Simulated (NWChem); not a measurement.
System: C2H6Si, singlet; SMILES C[Si]C

The following NWChem deck was run.

```
start job
memory heap 200 mb stack 900 mb global 1100 mb
geometry units angstroms noautosym nocenter noautoz
  Si     0.000000     0.000000     0.767861
  C     -1.449364     0.023448    -0.494741
  H     -2.417121    -0.218473    -0.043072
  H     -1.288715    -0.624476    -1.367290
  H     -1.523994     1.053513    -0.884572
  C      1.449364    -0.023448    -0.494741
  H      1.288715     0.624476    -1.367290
  H      1.523994    -1.053513    -0.884572
  H      2.417121     0.218473    -0.043072
end
basis spherical
  * library def2-svpd
end
dft
  xc b3lyp
  iterations 150
end
property
  response 1 0.0
end
task dft property
```

Low-valent species are run as closed-shell singlets; no triplet was tried in these runs. All runs use the structure optimised with B3LYP/6-31G* (spherical d). B3LYP is NWChem's, with the RPA form of VWN correlation.

Static field.

### Question
What results follow from this input? (B3LYP/def2-SVPD.) Quantities: basis functions; isotropic polarisability (bohr³); anisotropy (bohr³).

### Answer
```yaml
number_of_basis_functions: 112
isotropic polarisability (bohr³): 60.8
anisotropy (bohr³): 15.5
```
